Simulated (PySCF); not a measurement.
C9H9N3, SMILES Cn1c(ccc1)-c1ncccn1. Atoms are numbered in the order given.

```xyz
21

C     -2.0991    -1.5138     0.0000
N     -0.6640    -1.7455     0.0000
C     -0.1049    -2.9928     0.0000
C      1.2794    -2.8760     0.0000
C      1.5708    -1.4960     0.0000
C      0.3573    -0.8026     0.0000
C      0.1815     0.6408     0.0000
N     -1.0624     1.1582     0.0000
C     -1.1744     2.4850     0.0000
C     -0.0666     3.3311     0.0000
C      1.1819     2.6968     0.0000
N      1.3142     1.3781     0.0000
H     -2.6006    -2.4912     0.0000
H     -2.4071    -0.9412    -0.8843
H     -2.4071    -0.9412     0.8843
H     -0.7375    -3.8782     0.0000
H      1.9889    -3.7005     0.0000
H      2.5434    -1.0120     0.0000
H     -2.1932     2.8915     0.0000
H     -0.1653     4.4174     0.0000
H      2.1084     3.2846     0.0000
```

Coordinates come from a B3LYP-D3(BJ)/def2-SVP optimisation. The structure was generated by enumeration, and PubChem lists no compound with its InChIKey, so it may never have been made. Other conformers were not sampled.

Two levels are set side by side: PBE/pcSseg-1 (PySCF) and KT2/pcSseg-1 (PySCF). GIAO shifts against NH3 (¹⁵N), TMS (¹H), TMS (¹³C) at the same level; non-relativistic, no solvent, atoms listed together averaged. Differences are taken from unrounded values.

| quantity | PBE |
|---|---|
| δ(¹³C) of C1 (ppm) | 44.5 |
| δ(¹⁵N) of N2 (ppm) | 190.7 |
| δ(¹³C) of C3 (ppm) | 133.8 |
| δ(¹³C) of C4 (ppm) | 114.8 |
| δ(¹³C) of C5 (ppm) | 125.2 |
| δ(¹³C) of C6 (ppm) | 136.9 |
| δ(¹³C) of C7 (ppm) | 164.6 |
| δ(¹³C) of C10 (ppm) | 121.3 |
| δ(¹H) of H16 (ppm) | 6.78 |
| δ(¹H) of H17 (ppm) | 6.52 |
| δ(¹H) of H18 (ppm) | 8.00 |
| δ(¹H) of H20 (ppm) | 6.70 |

### Question
These are the PBE values. What does KT2 give? (The exact figures need the calculation; the answer reports its results.)

### Answer

```json
[
 {"quantity": "δ(¹³C) of C1 (ppm)", "KT2": "44.4", "PBE minus KT2": "0.2"},
 {"quantity": "δ(¹⁵N) of N2 (ppm)", "KT2": "179.8", "PBE minus KT2": "10.9"},
 {"quantity": "δ(¹³C) of C3 (ppm)", "KT2": "127.3", "PBE minus KT2": "6.4"},
 {"quantity": "δ(¹³C) of C4 (ppm)", "KT2": "107.3", "PBE minus KT2": "7.5"},
 {"quantity": "δ(¹³C) of C5 (ppm)", "KT2": "117.0", "PBE minus KT2": "8.3"},
 {"quantity": "δ(¹³C) of C6 (ppm)", "KT2": "129.8", "PBE minus KT2": "7.1"},
 {"quantity": "δ(¹³C) of C7 (ppm)", "KT2": "156.3", "PBE minus KT2": "8.3"},
 {"quantity": "δ(¹³C) of C10 (ppm)", "KT2": "113.7", "PBE minus KT2": "7.7"},
 {"quantity": "δ(¹H) of H16 (ppm)", "KT2": "6.76", "PBE minus KT2": "0.02"},
 {"quantity": "δ(¹H) of H17 (ppm)", "KT2": "6.44", "PBE minus KT2": "0.08"},
 {"quantity": "δ(¹H) of H18 (ppm)", "KT2": "7.91", "PBE minus KT2": "0.10"},
 {"quantity": "δ(¹H) of H20 (ppm)", "KT2": "6.49", "PBE minus KT2": "0.21"}
]
```

Rough cost on one machine, each run with all the roots and properties that it gave: KT2 against PBE within a factor of 2.
